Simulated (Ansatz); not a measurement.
Question: Name a neutral molecule of Al, B, O, Si and H with size of the dipole moment (ωB97M-V/def2-TZVPP) between 1.50 and 1.80 D and HOMO–LUMO gap (PBE/def2-TZVPP) between 3.20 and 3.50 eV (Ansatz, PBE0-D4/def2-TZVP geometry).

Answer: `[AlH2][BH]O[SiH3]` (1.57 D, 3.33 eV). Other molecules can fit too; these were computed, each in one conformer that needn't be the lowest.
